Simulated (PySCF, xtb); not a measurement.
Al(Cl)2(SiH3) (AlCl2H3Si), SMILES [Cl][Al]([Cl])[SiH3].

GFN2-xTB run with xtb at its own geometry gives an orbital gap of 3.74 eV and a dipole moment of 1.26 D.

Geometry optimised at PBE0-D3(BJ)/def2-SVP.

What does PySCF with CAM-B3LYP/def2-TZVP give? (An estimate is asked for; the answer gives what the named calculation found.)

gap 8.73 eV (levels -9.61 and -0.88 eV), dipole 1.58 D.
